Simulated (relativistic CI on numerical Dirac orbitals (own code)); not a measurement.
# Slater and spin-orbit integrals, Sr

Method of calculation: Dirac-Coulomb-Breit CI, separate exchange-only KLI orbitals for each configuration, model QED, valence Slater integrals scaled by 0.85, P86 correlation energy added to each configuration (own radial code, finite nucleus).

Slater integrals F^k, G^k are unscaled and averaged over j, outside the closed core [Kr]; ζ comes from projecting the Hamiltonian with its Breit term on Σ l·s of the shell.

- 5s 5p: G^1(5s,5p) = 22472, ζ(5p) = 284.47 cm⁻¹; <r>(5s) = 4.37, <r^2>(5s) = 21.81, <r>(5p) = 5.96, <r^2>(5p) = 40.66 (bohr units).
- 5s 4d: G^2(5s,4d) = 17685, ζ(4d) = 25.537 cm⁻¹; <r>(5s) = 4.542, <r^2>(5s) = 23.57, <r>(4d) = 4.259, <r^2>(4d) = 23.84 (bohr units).
- 5s 6s: G^0(5s,6s) = 1098.3 cm⁻¹; <r>(5s) = 4.126, <r^2>(5s) = 19.38, <r>(6s) = 11.3, <r^2>(6s) = 142.2 (bohr units).

In this model ζ of a weakly bound d, f or g electron outside closed shells comes out too small, for d by up to a factor of two or three and at times with the wrong sign; that of an outer p electron is too small as well.

Correlation outside the listed configurations is missing or only estimated: errors of thousands of cm⁻¹ between configurations and terms are usual at this charge. Rates and lifetimes follow the computed energies and can be off by large factors. The fine structure of a lone outer electron comes out too small, for d and f at times inverted, and misplaced configurations move strength between like terms. 27 of the 27 excited levels that our extract of the measured tables holds in this range could be paired (the sources list more); they are missed by 719 cm⁻¹ on average and 1825 at most, and levels without a partner can miss by more.

Averages of the first 10 configurations, taken without configuration mixing, which lowers the lowest level and can move excited configurations by several eV; other configurations of the list can lie among them:

| Configuration | Parity | States | Average energy above the lowest level (eV) |
| --- | --- | --- | --- |
| 5s2 | even | 1 | 0.4 |
| 5s 5p | odd | 12 | 2.1 |
| 5s 4d | even | 20 | 2.5 |
| 5s 6s | even | 4 | 3.7 |
| 4d 5p | odd | 60 | 4.4 |
| 5s 5d | even | 20 | 4.4 |
| 5p2 | even | 15 | 4.8 |
| 4d2 | even | 45 | 5.1 |
| 5s 6p | odd | 12 | 4.3 |
| 5s 7s | even | 4 | 4.7 |
